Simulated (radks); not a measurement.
Spherical quantum dot in the effective-mass picture: electrons in a parabolic well V = omega^2 r^2 / 2 with omega = 1.53, with a point charge +1 (a donor) at the centre, all in effective atomic units (hartree* = m*/eps^2 hartree, bohr* = eps/m* bohr), one dielectric constant everywhere. Calculated with a radial shooting solver with Libxc functionals: non-relativistic Kohn-Sham, PBE, spin-polarised, spherical densities. Levels are named by radial order and angular momentum (1s, 1p, 1d, 2s, ...), and open shells are averaged over m.

N = 16, configuration 1s2 1p6 1d(up 5, down 1) 2s2. This is the lowest configuration that the search found. Occupied and some empty levels:

level    occupation  eigenvalue (hartree*)  <r> (bohr*)
1s up             1                 10.925        1.083
1s down           1                 10.976        1.060
1p up             3                 11.981        1.514
1p down           3                 12.071        1.505
2s up             1                 12.859        1.512
2s down           1                 12.925        1.526
1d up             5                 12.975        1.760
1d down           1                 13.076        1.760
1f up             0                 14.034        1.951
1f down           0                 14.134        1.956
2p up             0                 14.229        1.749
2p down           0                 14.290        1.755
1g up             0                 15.159        2.115
1g down           0                 15.253        2.123

Energy (hartree*): total 126.940, kinetic 24.733, external 37.800, Hartree 73.659, exchange-correlation -9.2518.
